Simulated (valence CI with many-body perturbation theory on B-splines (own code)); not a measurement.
## How close is CI+MBPT for N?

Calculated by valence CI with perturbative core correlation (CI+MBPT): five valence electrons over a frozen Dirac-Fock core [He], radial functions for each j: 11 s, 11 p, 10 d, 8 f, 5 g, 2 h, with the one-electron correlation potential Σ1, the two-electron term Σ2, the three-electron term Σ3, Breit, model QED; selected CI, second order for the rest, scaled by the run's own slope (own B-spline code, finite nucleus).

Against 40 measured levels this calculation errs by 123 cm⁻¹ on average and by 351 at most. These come from a selection out of the NIST Handbook of Basic Atomic Spectroscopic Data. Levels without a partner in it may be off by more. Among the levels kept, up to 5000 cm⁻¹ of a level comes from second order outside the variational space, and about a tenth of that is noise between levels of different J, which matters for small intervals.

Measured levels: NIST Handbook of Basic Atomic Spectroscopic Data (Sansonetti and Martin, J. Phys. Chem. Ref. Data 34, 1559 (2005)). Pairs share parity and J, and are chosen by configuration, term and nearness in energy; levels without a clear partner are left out. Energies in cm⁻¹ above the measured ground level.

Names give the largest LS component (configuration and term), which can be under half, so a name can repeat, a term be missing and a line seem to break the LS rules; names also repeat where a configuration has a term twice.

```tsv
Computed label	Label in the source	Measured	Computed	Difference
2s²2p³ ⁴S°_3/2	2s2 2p3 4S°	0	0.0	0
2s²2p³ ²D°_5/2	2s2 2p3 2D°	19224.5	19304.4	+80
2s²2p³ ²D°_3/2	2s2 2p3 2D°	19233.2	19421.5	+188
2s²2p³ ²P°_1/2	2s2 2p3 2P°	28838.9	29008.1	+169
2s²2p³ ²P°_3/2	2s2 2p3 2P°	28839.3	29042.8	+203
2s²2p²3s ⁴P_1/2	2s2 2p2(3P) 3s 4P	83284.1	83292.4	+8
2s²2p²3s ⁴P_3/2	2s2 2p2(3P) 3s 4P	83317.8	83287.2	-31
2s²2p²3s ⁴P_5/2	2s2 2p2(3P) 3s 4P	83364.6	83236.6	-128
2s²2p²3s ²P_1/2	2s2 2p2(3P) 3s 2P	86137.4	86192.6	+55
2s²2p²3s ²P_3/2	2s2 2p2(3P) 3s 2P	86220.5	86184.9	-36
2s2p⁴ ⁴P_5/2	2s 2p4 4P	88107.3	88288.8	+182
2s2p⁴ ⁴P_3/2	2s 2p4 4P	88151.2	88502.5	+351
2s2p⁴ ⁴P_1/2	2s 2p4 4P	88170.6	88446.4	+276
2s²2p²3p ²S°_1/2	2s2 2p2(3P) 3p 2S°	93581.6	93391.9	-190
2s²2p²3p ⁴D°_1/2	2s2 2p2(3P) 3p 4D°	94770.9	94566.6	-204
2s²2p²3p ⁴D°_3/2	2s2 2p2(3P) 3p 4D°	94793.5	94592.9	-201
2s²2p²3p ⁴D°_5/2	2s2 2p2(3P) 3p 4D°	94830.9	94798.2	-33
2s²2p²3p ⁴D°_7/2	2s2 2p2(3P) 3p 4D°	94881.8	94703.1	-179
2s²2p²3p ⁴P°_1/2	2s2 2p2(3P) 3p 4P°	95475.3	95246.0	-229
2s²2p²3p ⁴P°_3/2	2s2 2p2(3P) 3p 4P°	95493.7	95277.7	-216
2s²2p²3p ⁴P°_5/2	2s2 2p2(3P) 3p 4P°	95532.1	95498.1	-34
2s²2p²3p ⁴S°_3/2	2s2 2p2(3P) 3p 4S°	96750.8	96556.1	-195
2s²2p²3p ²D°_3/2	2s2 2p2(3P) 3p 2D°	96787.7	96600.0	-188
2s²2p²3p ²D°_5/2	2s2 2p2(3P) 3p 2D°	96864.1	96880.5	+16
2s²2p²3p ²P°_1/2	2s2 2p2(3P) 3p 2P°	97770.2	97607.2	-163
2s²2p²3p ²P°_3/2	2s2 2p2(3P) 3p 2P°	97805.8	97631.2	-175
2s²2p²3s ²D_5/2	2s2 2p2(1D) 3s 2D	99663.4	99645.7	-18
2s²2p²3s ²D_3/2	2s2 2p2(1D) 3s 2D	99663.9	99728.0	+64
2s²2p²4s ⁴P_1/2	2s2 2p2(3P) 4s 4P	103622.5	103502.1	-120
2s²2p²4s ⁴P_3/2	2s2 2p2(3P) 4s 4P	103667.2	103497.9	-169
2s²2p²4s ⁴P_5/2	2s2 2p2(3P) 4s 4P	103735.5	103587.0	-149
2s²2p²4s ²P_1/2	2s2 2p2(3P) 4s 2P	104144.8	104068.5	-76
2s²2p²4s ²P_3/2	2s2 2p2(3P) 4s 2P	104221.6	104073.5	-148
2s²2p²3d ²P_3/2	2s2 2p2(3P) 3d 2P	104615.5	104584.4	-31
2s²2p²3d ²P_1/2	2s2 2p2(3P) 3d 2P	104654.0	104568.2	-86
2s²2p²3d ⁴F_3/2	2s2 2p2(3P) 3d 4F	104664.1	104628.0	-36
2s²2p²3d ⁴F_5/2	2s2 2p2(3P) 3d 4F	104683.1	104692.5	+9
2s²2p²3d ⁴F_7/2	2s2 2p2(3P) 3d 4F	104716.9	104658.9	-58
2s²2p²3d ⁴F_9/2	2s2 2p2(3P) 3d 4F	104765.8	104644.4	-121
2s²2p²3d ²F_5/2	2s2 2p2(3P) 3d 2F	104810.4	104816.8	+6
2s²2p²3d ²F_7/2	2s2 2p2(3P) 3d 2F	104881.4	104794.5	-87
```

Over 40 excited levels the mean absolute difference is 123 cm⁻¹, the median 125 and the largest 351. The comparison draws on a selection of the measured levels: 41 of the 50 computed ones have a partner in it, and others may be off by more.

Rates against NIST Handbook of Basic Atomic Spectroscopic Data (Sansonetti and Martin, J. Phys. Chem. Ref. Data 34, 1559 (2005)):

```
λ vac, measured (nm)             Upper             Lower  A computed (s⁻¹)  A tabulated (s⁻¹)
              119.95   2s²2p²3s ⁴P_5/2    2s²2p³ ⁴S°_3/2          4.10e+08           4.07e+08
              120.02   2s²2p²3s ⁴P_3/2    2s²2p³ ⁴S°_3/2          4.05e+08           4.02e+08
              120.07   2s²2p²3s ⁴P_1/2    2s²2p³ ⁴S°_3/2          4.08e+08           4.00e+08
              149.26   2s²2p²3s ²P_3/2    2s²2p³ ²D°_5/2          3.12e+08           3.13e+08
              744.43  2s²2p²3p ⁴S°_3/2   2s²2p²3s ⁴P_3/2          1.09e+07           1.24e+07
              747.04  2s²2p²3p ⁴S°_3/2   2s²2p²3s ⁴P_5/2          1.77e+07           1.93e+07
              868.27  2s²2p²3p ⁴D°_7/2   2s²2p²3s ⁴P_5/2          2.43e+07           2.46e+07
              868.58  2s²2p²3p ⁴D°_5/2   2s²2p²3s ⁴P_3/2          1.85e+07           1.80e+07
             1247.30   2s²2p²3d ²F_7/2  2s²2p²3p ²D°_5/2          2.31e+07           2.28e+07
             1358.50  2s²2p²3p ²S°_1/2   2s²2p²3s ²P_3/2          5.74e+06           6.39e+06
```
